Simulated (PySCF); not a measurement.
Species: C8H9OPSi.
Atom-mapped SMILES: `[CH2:1]=[CH:2][c:3]1[cH:4][p:5][c:6]([CH:7]=[O:8])[c:9]([SiH3:10])[cH:11]1`

Probes without a nucleus sit at each ring's centroid and 1 Å off its mean plane on both sides; NICS is minus the shielding there, NICSzz its component along the normal. Level: GIAO PBE0/pcSseg-1 (PySCF, non-relativistic, gas phase) on the GFN2-xTB geometry, one conformer.

Ring bond lengths (Å), with Mayer bond orders in brackets: C3–C4 1.392 (1.41), C4–P5 1.726 (1.34), P5–C6 1.752 (1.24), C6–C9 1.399 (1.27), C9–C11 1.380 (1.53), C11–C3 1.399 (1.32).

Question: What do the NICS probes read (ppm)?

Answer: 
```tsv
ring	type	NICS(0)	NICS(1), two faces	NICS(1)zz, two faces	rms pucker (Å)	centre to ring atoms, mean (Å)
C3–C4–P5–C6–C9–C11	6-membered ring with P; formal bonds all aromatic	-5.9	-9.9 / -10.0	-23.4 / -24.0	0.01	1.50
```

Question: What can be read from them?

Answer: 
- C3–C4–P5–C6–C9–C11: mean NICS(1)zz -23.7 ppm, shielded.

Question: How equal are the bonds by HOMA? Use HOMA with the parameters of Krygowski (1993).

Answer: 
- C3–C4–P5–C6–C9–C11: HOMA 0.91; the largest term is that of P5–C6, α(R − Ropt)² = 0.35.

Question: What field does 7.05 T along the ring normal induce along that normal at the first NICS(1) probe listed for ring C3–C4–P5–C6–C9–C11, 1 Å off the ring?

Answer: NICSzz × B0 = -23.4 ppm × 7.05 T = -165 μT, against the applied field.

Question: List the ring angles and the Hirshfeld charges of the ring atoms.

Answer: 
- C3–C4–P5–C6–C9–C11: C3 122.0° (+0.021 e), C4 126.3° (-0.102 e), P5 99.5° (+0.123 e), C6 126.3° (-0.082 e), C9 121.4° (-0.068 e), C11 124.6° (-0.032 e); sum 720.0° against 720° for a flat convex ring.

Shape of the structure used: `[CH2:1]=[CH:2][c:3]1[cH:4][p:5][c:6]([CH:7]=[O:8])[c:9]([SiH3:10])[cH:11]1`: C1–C2–C3–C4 -157°, P5–C6–C7–O8 180°.
